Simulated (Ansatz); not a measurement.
Consider the ligand exchange at a B–C bond: `OCB(O)O` + `OB(O)O` → `OB(O)OB(O)O` + CH₃OH.

Calculated with Ansatz (gas phase, PBE0-D4/def2-TZVP geometries, no zero-point term in ΔE). CBS: MP2 limit from def2 TZ/QZ plus the TZ coupled-cluster correction, frozen cores. This one scheme is used for every species. DFT in def2-TZVPP. One conformer a species, not always the lowest.

```tsv
level	ΔE (eV)
PBE	-0.94
SCS-MP2/def2-TZVPP	-1.06
MP2/def2-QZVPP	-1.04
MP2/CBS(def2)	-1.03
```

(1) What does CCSD(T)/CBS give? (Estimate.)

Largest T1 diagnostic among the species: 0.012.

Answers

(1) The calculation gave: -1.03 eV. The listed levels differ from it by 0.09, -0.03, -0.01, 0.00 eV.

From PBE to PBE0 (25 % exact exchange), in def2-TZVPP and without D4, ΔE moves by −0.04 eV. In def2-TZVPP, CCSD(T) changes the Hartree–Fock value by +0.14 eV (the triples alone add +0.01 eV) and MP2 by +0.15 eV.
